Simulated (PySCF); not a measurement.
# A small calculation by hand: chemical shift, span and skew from a shielding tensor

CH8FNOSi2, SMILES N[Si@@H](F)O[SiH2]C. Atoms are numbered in the order given.

```xyz
14

C     -2.1586     0.5498    -0.5121
Si    -1.4933    -0.9478     0.4043
O      0.1120    -0.6905     0.8841
Si     1.3390     0.1678     0.1767
N      1.3507    -0.1792    -1.5166
F      1.0676     1.7799     0.2680
H     -2.0494     1.4635     0.1060
H     -3.2299     0.4216    -0.7693
H     -1.5815     0.6983    -1.4469
H     -1.5441    -2.1729    -0.4717
H     -2.2742    -1.2224     1.6579
H      2.5683    -0.0969     0.9800
H      1.8530     0.4407    -2.1567
H      1.4106    -1.1513    -1.8294
```
Charge 0, spin multiplicity 1.

Coordinates come from a PBE-D3(BJ)/def2-SVP optimisation. The structure was generated by enumeration; whether it is a known compound was not checked. Other conformers were not sampled.

GIAO shieldings from PySCF with PBE/pcSseg-1, non-relativistic, no solvent. The symmetric part of the tensor of F6 has the principal values 241.1, 283.6, 373.6 ppm. The same nucleus in CFCl3 has σ = 133.6 ppm at this level (PySCF, at its B3LYP-D3(BJ)/def2-TZVP geometry).

Work out the isotropic shielding, the ¹⁹F shift against CFCl3, the span and the skew.


σ(iso) = (σ11 + σ22 + σ33)/3 = 299.4 ppm. δ = σ(ref) − σ(iso) = 133.6 − (299.4) = -165.8 ppm.
Span Ω = σ33 − σ11 = 132.5 ppm. Skew κ = 3(σ(iso) − σ22)/Ω = 0.36. Tumbling in solution averages the tensor to δ; in a static solid the shielding alone would spread this spin-1/2 line over Ω.
